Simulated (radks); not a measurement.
Excited configurations of Be III: one electron is placed in a higher orbital outside 1s1. The ground configuration is [He]. Method: non-relativistic Kohn-Sham, PBE, spin-unpolarised, spherical densities, point nucleus; computed with a radial shooting solver on a logarithmic mesh with Libxc functionals. Excitation = E - E(ground); binding = E(ion) - E, where the ion is the core of charge +3; n* = 3/sqrt(2 binding) in atomic units, and the quantum defect is n - n*.

outer orbital  excitation (eV)  binding (eV)     n*  quantum defect  eigenvalue (eV)  <r> (bohr)
3s                      143.64        15.109  2.847           0.153          -12.884       4.082
3d                      145.32        13.421  3.021          -0.021          -10.844       3.530
6p                      155.08         3.661  5.783           0.217           -3.196       16.80
7d                      156.09         2.651  6.796           0.204           -2.318       22.76
7f                      156.12         2.628  6.826           0.174           -2.283       21.96

Estimate the row for 4d.

Answer. excitation (eV) 150.92; binding (eV) 7.822; n* 3.957; quantum defect 0.043; eigenvalue (eV) -6.587; <r> (bohr) 6.904. The Delta-SCF ionisation energy is 158.75 eV (NIST Atomic Spectra Database: 153.90 eV, theoretical). Self-interaction in the functional shifts the binding energies and quantum defects, so they are the method's values and not measured ones. Spin polarisation and multiplet splitting are left out, so open shells lie too high by an amount that depends on their filling.

Beside tabulated values, note that spin-unpolarised runs miss the spin-polarisation part of the exchange energy of open shells.
